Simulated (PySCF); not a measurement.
H7Si3, multiplicity 2. Atoms are numbered in the order given.

```xyz
10

Si     1.8818     0.5422     0.0858
Si     0.0736    -0.8261    -0.4056
Si    -1.8394     0.2639     0.3686
H      3.2195     0.0175    -0.3211
H      1.7055     1.9406    -0.4099
H     -0.0454    -1.0893    -1.8741
H      0.2450    -2.1334     0.2957
H     -3.0746    -0.5173     0.0669
H     -1.9402     1.6024    -0.2854
H     -1.7340     0.4597     1.8445
```
Charge 0, spin multiplicity 2.

Geometry: ωB97X-D3(BJ)/def2-SVP. The isomer is the one that the SMILES or the coordinates give; other isomers of the formula were not compared.

The numbers are results of SMD-ωB97X/6-31G* (PySCF), not measurements.

Solvation free energies are E(SMD) − E(gas) at the gas-phase geometry, for 1 M in both phases. In vacuum the dipole moment is 0.22 D.

Q: Estimate the solvation free energies in water, dichloromethane, cyclohexanone. (The exact figures need the calculation; the answer reports its results.)

A: 
| solvent | ΔG(solv) (kcal/mol) | its non-electrostatic (CDS) part | dipole (D) |
|---|---|---|---|
| water | 3.5 | 3.8 | 0.30 |
| dichloromethane | -0.9 | -0.6 | 0.29 |
| cyclohexanone | 0.2 | 0.5 | 0.29 |
